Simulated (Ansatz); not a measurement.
`B[Si](F)(F)[SiH3]` + H₂O → `B[Si](O)(F)F` + SiH₄ at 500 K and 1 bar (formal hydrolysis of the Si–Si bond).

Isolated molecules relaxed with PBE0-D4/def2-TZVP in Ansatz; ΔE leaves out vibrations. CCSD(T)/CBS is the MP2 limit (def2-TZVPP, def2-QZVPP) plus CCSD(T) − MP2 in def2-TZVPP, frozen cores. This one scheme is used for every species. Each species was taken in one conformer, which may not be the lowest.

| species | CCSD(T)/CBS energy (Eh) | H − E (kJ/mol) | S (J/(mol·K)) |
| --- | --- | --- | --- |
| `B[Si](F)(F)[SiH3]` | -805.62947 | 188.0 | 452.1 |
| H₂O | -76.37941 | 73.2 | 206.3 |
| `B[Si](O)(F)F` | -590.59738 | 151.5 | 403.3 |
| SiH₄ | -291.46306 | 102.4 | 230.9 |

H − E and S are ideal-gas, rigid-rotor, harmonic terms from PBE0-D4/def2-TZVP, for one conformer and one mirror image of each species. 1 Eh = 2625.50 kJ/mol, R = 8.31446 J/(mol·K).

By hand: ΔE, ΔH, ΔS and ΔG.

ΔE = (-590.59738) + (-291.46306) − (-805.62947) − (-76.37941) = -0.05156 Eh = -135.4 kJ/mol. Δ(H − E) = 151.5 + 102.4 − 188.0 − 73.2 = -7.3, so ΔH = -142.7 kJ/mol. ΔS = 403.3 + 230.9 − 452.1 − 206.3 = -24.2 J/(mol·K). ΔG = -142.7 − 500 × (-24.2)/1000 = -130.6 kJ/mol.

By hand: the equilibrium constant, and the temperature at which ΔG would vanish if ΔH and ΔS stayed fixed.

log₁₀ K = −ΔG/(RT ln 10) = 13.6. ΔG = 0 at ΔH/ΔS = 5897 K, far beyond where these terms or the molecules hold.

ΔH outweighs TΔS. A doubt of 5 kJ/mol in ΔE shifts log₁₀ K by 0.5 here. Other conformers and mirror images would add mixing entropy, several J/(mol·K) or more a flexible species. These are equilibria of isolated gas molecules and say nothing of rates. Largest T1 diagnostic: 0.013 (customary marks: 0.02 for closed shells, 0.045 for open ones).
